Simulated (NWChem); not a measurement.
**Basis-set convergence for H4BClO**

SMILES: ClB.O
```xyz
7

B     -0.9383     0.1133     0.0000
H     -1.5343     0.2646     1.0391
H     -1.5343     0.2646    -1.0391
Cl     0.7587     0.8590     0.0000
O     -0.6257    -1.5323     0.0000
H     -0.0658    -1.7204     0.7739
H     -0.0658    -1.7204    -0.7739
```
Charge 0, spin multiplicity 1.

All runs are NWChem calculations. All single points use one geometry, from B3LYP/def2-SVP, a minimum by its harmonic frequencies.

Quantity: vertical ionisation energy at the level ΔPBE (Δ: difference of total energies, the cation a doublet at the parent's geometry with its hole in an orbital of symmetry a" (Cs labels); it is the state that the SCF runs reached, from PBE0 orbitals for Hartree-Fock references, and need not be the lowest).

The Pople sets run with spherical d functions. The structure started from a generated list of species. The stability of the SCF solutions was not checked.

Costs are rough ratios of processor time within this set of runs, SCF included, with 3-21G as 1.

Task: In aug-cc-pVTZ the value is 9.92 eV. Among 3-21G, pcseg-1, def2-SVPD, 6-311++G**, aug-pcseg-1, pcseg-2, cc-pVTZ, def2-TZVPP, which is the smallest basis within 0.1 eV of it?

Result: 3-21G, with 39 functions against 234 and about 0.9 % of the time (also within reach: pcseg-1, def2-SVPD, 6-311++G**, aug-pcseg-1, pcseg-2, cc-pVTZ, def2-TZVPP). aug-cc-pVTZ isn't the basis-set limit itself, and a small set can land close by cancellation.

```json
[
 {"basis": "3-21G", "functions": "39", "vertical ionisation energy (eV)": "9.95", "relative cost": "1"},
 {"basis": "pcseg-1", "functions": "66", "vertical ionisation energy (eV)": "9.97", "relative cost": "4"},
 {"basis": "def2-SVPD", "functions": "102", "vertical ionisation energy (eV)": "9.97", "relative cost": "6"},
 {"basis": "6-311++G**", "functions": "102", "vertical ionisation energy (eV)": "9.95", "relative cost": "4"},
 {"basis": "aug-pcseg-1", "functions": "109", "vertical ionisation energy (eV)": "9.95", "relative cost": "8"},
 {"basis": "pcseg-2", "functions": "150", "vertical ionisation energy (eV)": "9.92", "relative cost": "20"},
 {"basis": "cc-pVTZ", "functions": "150", "vertical ionisation energy (eV)": "9.88", "relative cost": "20"},
 {"basis": "def2-TZVPP", "functions": "160", "vertical ionisation energy (eV)": "9.88", "relative cost": "20"},
 {"basis": "aug-cc-pVTZ", "functions": "234", "vertical ionisation energy (eV)": "9.92", "relative cost": "100"}
]
```
